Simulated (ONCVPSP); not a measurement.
# Er (Z = 68): one change to an ONCV potential, before and after

| Property | Result |
| --- | --- |
| Element | erbium |
| Generator | ONCVPSP 4.0.1 |
| Type | optimised norm-conserving Vanderbilt (ONCV) |
| Functional | LDA (Perdew-Wang 92) |
| Relativity | fully relativistic |
| Frozen core | [Kr] 4d10 4f11 |
| Valence charge | 11 |
| Reference configuration | 5s2 5p6 5d1 6s1.5 6p0.5 |
| Partial waves | 5s+6s: rc 1.85 bohr, ncon 5, nbas 8, qcut 4.9 1/bohr, 2 projectors; 5p+6p: rc 2.00 bohr, ncon 4, nbas 7, qcut 6.7 1/bohr, 3 projectors, debl 2.8 Ha; 5d: rc 3.30 bohr, ncon 4, nbas 9, qcut 5.1 1/bohr, 2 projectors, debl 3 Ha |
| Local potential | polynomial inside 1.40 bohr (lpopt 5, dvloc0 0 Ha) |
| Core correction | none |

Open shells are filled in proportion to 2j + 1.

All-electron outer shells of the reference configuration (LDA (PZ), scalar-relativistic, ld1.x):

```
shell  level (eV)  outermost node (bohr)  outermost maximum (bohr)
   4d     -173.17                   0.25                      0.51
   5s      -56.87                   0.60                      1.10
   5p      -30.59                   0.65                      1.26
   4f      -10.39                      –                      0.51
   6s       -5.00                   1.49                      3.14
   5d       -2.82                   0.73                      1.88
   6p       -1.73                   1.80                      4.34
```

Change: reference 5s2 5p6 5d1 6s2; wave 5p+6p: rc 2.00 bohr, ncon 4, nbas 7, qcut 6.7 1/bohr, 3 projectors, debl 2.8 Ha becomes 5p: rc 2.00 bohr, ncon 4, nbas 7, qcut 6.7 1/bohr, 3 projectors, debl 2.8 Ha.

Cutoffs: the cutoffs (Ha) at which the residual kinetic energy of the hardest occupied pseudo-wave falls to 1 and 0.1 mHa per electron; they do not see the model core or the augmentation charge, which bear on the density cutoff. Errors are all-electron minus pseudo energies relative to the spin-unpolarised reference configuration.

Question: What does the change do?

Answer: The potential gets neither clearly harder nor softer (37 Ha and 48 Ha → 37 Ha and 48 Ha); the number of tests with a reliable result goes from 4 to 3; neither file shows a bound ghost.

| quantity | base | changed |
| --- | --- | --- |
| cutoff, loose | 37 Ha | 37 Ha |
| cutoff, tight | 48 Ha | 48 Ha |
| loose cutoff by channel | s 37 Ha, p 13 Ha, d 7.8 Ha | s 37 Ha, p 13 Ha, d 7.8 Ha |
| bound ghosts | none | none |
| GHOST(+) flags under 300 eV | s at 138.0 eV | s at 138.6 eV |
| tests counted as reliable (solved cleanly; for ONCVPSP, near-neutral configurations with less than one 5d electron left out) | 4 of 4 | 3 of 4 |
| s: phases at 1.87 bohr within 0.05 rad from the reference energy up to (Ha; the scan ends near 5) | 4.8 | 4.8 |
| p3/2: phases at 2.03 bohr within 0.05 rad from the reference energy up to (Ha; the scan ends near 5) | to the end of the scan | to the end of the scan |
| p1/2: phases at 2.03 bohr within 0.05 rad from the reference energy up to (Ha; the scan ends near 5) | to the end of the scan | to the end of the scan |
| d5/2: phases at 3.35 bohr within 0.05 rad from the reference energy up to (Ha; the scan ends near 5) | 0.6 | 0.7 |
| d3/2: phases at 3.35 bohr within 0.05 rad from the reference energy up to (Ha; the scan ends near 5) | 0.6 | 0.6 |
